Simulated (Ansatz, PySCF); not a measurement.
Dimer: SiH4 (SMILES [SiH4]) (first 5 atoms) with CH3NO (SMILES NC=O); geometry from B3LYP-D3(BJ)/def2-TZVP.
(charge 0, multiplicity 1):
```xyz
11

Si    -0.01404    -0.00036     0.16241
H      0.61466     1.04076     1.01291
H      0.23915     0.38959    -1.24868
H     -1.47001    -0.03709     0.39429
H      0.62066    -1.30879     0.41316
N      0.83520     0.55815     4.02699
C     -0.04483    -0.46883     4.04830
O     -0.59906    -0.92882     3.07324
H      1.05840     0.99917     3.14851
H      1.25609     0.89997     4.87238
H     -0.21578    -0.86312     5.06594
```

Basis-set superposition error: the interaction energy with monomers in their own basis, and in the dimer's basis (counterpoise).

Programs: Ansatz (Gaussian basis) for Hartree–Fock, density functionals and correlated methods; PySCF for 6-31G* rows, M06-2X. Values without a source in brackets are computed.

```csv
level,uncorrected (meV),counterpoise (meV),difference
B3LYP/def2-TZVPPD,-38.9,-36.1,2.8
PBE0/def2-TZVPPD,-74.2,-71.9,2.3
BHLYP/def2-TZVPPD,-68.6,-66.2,2.4
M06-2X/def2-TZVPPD,-135.6,-132.9,2.7
wB97X-V/def2-TZVPPD,-124.0,-121.6,2.4
wB97M-V/def2-TZVPPD,-130.3,-127.6,2.7
MP2/6-31G*,-146.3,-30.2,116.2
MP2/aug-cc-pV(D+d)Z,-144.4,-99.9,44.4
SCS-MP2/aug-cc-pV(D+d)Z,-124.6,-78.1,46.5
CCSD(T)/aug-cc-pV(D+d)Z,-147.4,-101.6,45.8
```

The error is largest for MP2/6-31G* (116.2 meV) and smallest for PBE0/def2-TZVPPD (2.3 meV).

Ansatz is a quantum-chemistry and plane-wave program.
